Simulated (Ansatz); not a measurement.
Input file for Ansatz (a first-principles code): R-PBE/def2-TZVPPD on C4H8O (a complex), monomers drawn apart or pushed together. Files ending in .json are basis or fitting sets from the Basis Set Exchange.

Ansatz 0.2 input:
```yaml
crystal:
  periodic: [false, false, false]
  atoms:
    - {symbol: C, position_ang: [-1.46575172, -0.15330927, 0.90155370]}
    - {symbol: O, position_ang: [-0.45282755, -0.35188235, 0.45449723]}
    - {symbol: C, position_ang: [0.43260034, 1.44359350, 5.15180377]}
    - {symbol: C, position_ang: [1.06822635, 0.05880610, 5.06268652]}
    - {symbol: C, position_ang: [0.11148827, -1.05653075, 5.47530996]}
    - {symbol: H, position_ang: [1.13007676, 2.22634731, 4.84763857]}
    - {symbol: H, position_ang: [-0.44944439, 1.51390756, 4.51017465]}
    - {symbol: H, position_ang: [0.11031962, 1.66147200, 6.17308264]}
    - {symbol: H, position_ang: [1.95991939, 0.02616101, 5.69565160]}
    - {symbol: H, position_ang: [1.41696487, -0.11818234, 4.04123674]}
    - {symbol: H, position_ang: [0.58220163, -2.03853363, 5.39921828]}
    - {symbol: H, position_ang: [-0.22163455, -0.92461718, 6.50776795]}
    - {symbol: H, position_ang: [-0.78063394, -1.06356987, 4.84387929]}
basis:
  gaussian:
    orbitals: def2-TZVPPD.json
hamiltonian:
  xc: {name: PBE}
scf: {lower_state_search: off}
```

Output:

```
WARN ansatz: RAYON_NUM_THREADS=1 ignored (pool sized by the plan → 1); use --threads N
Functional definition: PBE
these checks for a lower state are left out or cut short: stability, starts, cluster_reference, orbital_swaps, neighbouring_geometries, increment
integrals: 0.23 GiB planned
1352 factors; their error is unknown
mean field: 1.94 GiB planned
mean field evaluation 1: about -6302.5978 eV, gradient 8.7e1 eV
mean field evaluation 2: about -6262.3596 eV, gradient 1.5e2 eV
mean field evaluation 4: about -6318.4387 eV, gradient 2.5e1 eV
mean field evaluation 8: about -6319.5730 eV, gradient 6.4e-2 eV
mean field evaluation 16: about -6319.5297 eV, gradient 9.2e-5 eV
mean field -6319.52973779 eV, -232.2384343326 hartree, gradient 1.4e-6 eV, S^2 0.000000; 0 other end points of the search recorded, 0 dependent functions left out
reference -6319.52980069 eV, -232.2384366443 hartree; 20, 20 occupied and 304, 304 virtual orbitals, 1352 factors
Total energy: -6319.52980069 eV, -232.2384366443 hartree
Checks for a lower state left out: stability, starts, cluster_reference, orbital_swaps, neighbouring_geometries, increment
```

The calculation finished and met its thresholds.

Cost: very roughly 5 core-seconds.
